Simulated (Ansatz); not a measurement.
Two isomers of C8H16: A = `CC/C=C\C(C)(C)C`, B = `CC(C)=CC(C)(C)C`.

Isolated molecules relaxed with PBE0-D4/def2-TZVP in Ansatz; ΔE leaves out vibrations. CCSD(T)/CBS adds triple-zeta CCSD(T) − MP2 to the extrapolated MP2 energy (def2 sets, frozen cores). DFT in def2-TZVPP. Each species was taken in one conformer, which may not be the lowest.

(1) Which is lower in electronic energy at CCSD(T)/CBS, and by how much? (Estimate.)

(2) Give E(B) − E(A) in kJ/mol with PBE0-D4, LDA (SPW92), HF/def2-TZVPP, CCSD(T)/def2-TZVPP, PBE-D4, BLYP-D4, r2SCAN-D4. (An estimate is asked.)

Largest T1 diagnostic: 0.009.

Answers

(1) The calculation gave: B, by 11.2 kJ/mol.

(2) The calculation gave: PBE0-D4 -13.3, LDA (SPW92) -17.9, HF/def2-TZVPP -7.2, CCSD(T)/def2-TZVPP -11.5, PBE-D4 -13.9, BLYP-D4 -12.5, r2SCAN-D4 -14.2. None reverses the order clearly.

In def2-TZVPP, CCSD(T) changes the Hartree–Fock value by −4.3 kJ/mol (the triples alone add −0.9 kJ/mol) and MP2 by −6.1 kJ/mol. Leaving LDA and LC-ωPBE aside and taking each functional with its dispersion term where it has one, the values, not all of them listed here, spread over 3.7 kJ/mol, from B97M-V to BHLYP-D4. LDA lies −4.5 kJ/mol from PBE without D4.
